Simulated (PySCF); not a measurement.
Species: C6H9N2 (charge +1).
Z-matrix (Å and degrees, GFN2-xTB geometry), rows numbered from 1:
```
N 
C   1  1.5048
C   2  1.5069  1  109.45
C   3  1.3908  2  120.54  1    85.48
C   4  1.3898  3  118.22  2  -179.00
N   5  1.3181  4  122.99  3     0.30
C   6  1.3178  5  118.98  4    -0.39
C   3  1.3899  2  120.84  1   -93.23
H   1  1.0290  2  109.70  3    59.97
H   1  1.0281  2  111.48  3  -179.25
H   1  1.0292  2  109.57  3   -58.50
H   2  1.0910  1  108.41  3  -120.93
H   2  1.0911  1  108.23  3   120.72
H   4  1.0795  3  121.34  2     2.36
H   5  1.0805  4  121.05  3  -179.55
H   7  1.0805  6  115.96  5  -179.47
H   8  1.0790  3  121.31  2    -2.19
```

PySCF, density fitting, gas phase, GFN2-xTB geometry. The standard run uses grid level 2 after a coarse-grid start, the def2-universal JK fitting basis (with tight functions added where the orbital basis needs them), an energy threshold of 1e-9 Eh and DIIS. The changed runs have no coarse-grid stage.

Question: Standard PBE0/pcSseg-1: E = -342.852746 Eh, HOMO -10.973 eV, LUMO -5.307 eV, 14 cycles (coarse-grid cycles included). What changes at PBE0/pcSseg-1 with: fitting basis def2-qzvpp-jkfit, start guess vsap?

Answer: E = -342.852775 Eh (-0.029 mEh), HOMO -10.973 eV (0.000), LUMO -5.307 eV (0.000), 12 SCF cycles. Of the changed settings only the fitting basis enters the energy expression; the total energy moves by 0.02 kcal/mol.

The cycles:
```
cycle   1  E = -341.0735826667  dE =  4.569e-01  |g| = 2.618e+00  |ddm| = 5.212e+00
cycle   2  E = -340.8629277868  dE =  2.107e-01  |g| = 2.920e+00  |ddm| = 5.567e+00
cycle   3  E = -342.7815304394  dE = -1.919e+00  |g| = 5.100e-01  |ddm| = 2.606e+00
cycle   4  E = -342.8146826745  dE = -3.315e-02  |g| = 3.775e-01  |ddm| = 8.443e-01
cycle   5  E = -342.8503737892  dE = -3.569e-02  |g| = 1.038e-01  |ddm| = 4.470e-01
cycle   6  E = -342.8527231583  dE = -2.349e-03  |g| = 1.539e-02  |ddm| = 1.081e-01
cycle   7  E = -342.8527649978  dE = -4.184e-05  |g| = 6.742e-03  |ddm| = 2.066e-02
cycle   8  E = -342.8527744139  dE = -9.416e-06  |g| = 1.308e-03  |ddm| = 5.476e-03
cycle   9  E = -342.8527747378  dE = -3.239e-07  |g| = 3.188e-04  |ddm| = 1.123e-03
cycle  10  E = -342.8527747562  dE = -1.841e-08  |g| = 1.863e-04  |ddm| = 4.622e-04
cycle  11  E = -342.8527747654  dE = -9.162e-09  |g| = 4.703e-05  |ddm| = 2.171e-04
cycle  12  E = -342.8527747659  dE = -4.774e-10  |g| = 2.187e-05  |ddm| = 5.641e-05
```

Question: Standard wB97X-D/def2-SVPD: E = -342.952376 Eh, HOMO -12.855 eV, LUMO -3.519 eV, 15 cycles (coarse-grid cycles included). What changes at wB97X-D/def2-SVPD with: damping 0.2 at the start, DIIS from the seventh cycle, energy threshold 1e-06 Eh?

Answer: E = -342.952376 Eh (0.000 mEh), HOMO -12.855 eV (0.000), LUMO -3.519 eV (0.000), 11 SCF cycles. The result matches the standard run within 0.02 mEh and 0.003 eV; such settings steer the iterations and don't enter the energy expression.

The cycles:
```
cycle   1  E = -342.8795867656  dE =  1.934e+00  |g| = 4.564e-01  |ddm| = 9.148e+00
cycle   2  E = -342.9289957337  dE = -4.941e-02  |g| = 3.237e-01  |ddm| = 2.441e+00
cycle   3  E = -342.9393374053  dE = -1.034e-02  |g| = 2.385e-01  |ddm| = 2.467e+00
cycle   4  E = -342.9438182953  dE = -4.481e-03  |g| = 1.954e-01  |ddm| = 1.635e+00
cycle   5  E = -342.9464176491  dE = -2.599e-03  |g| = 1.622e-01  |ddm| = 1.525e+00
cycle   6  E = -342.9421461926  dE =  4.271e-03  |g| = 2.115e-01  |ddm| = 1.565e+00
cycle   7  E = -342.9347411285  dE =  7.405e-03  |g| = 2.796e-01  |ddm| = 2.024e+00
cycle   8  E = -342.9523707603  dE = -1.763e-02  |g| = 4.952e-03  |ddm| = 1.090e+00
cycle   9  E = -342.9523751821  dE = -4.422e-06  |g| = 2.319e-03  |ddm| = 1.944e-02
cycle  10  E = -342.9523764314  dE = -1.249e-06  |g| = 1.964e-04  |ddm| = 7.051e-03
cycle  11  E = -342.9523764556  dE = -2.420e-08  |g| = 8.052e-05  |ddm| = 1.899e-03
```

Note: wB97X-D ran without an empirical dispersion term, which enters the total energy and its gradient alone.
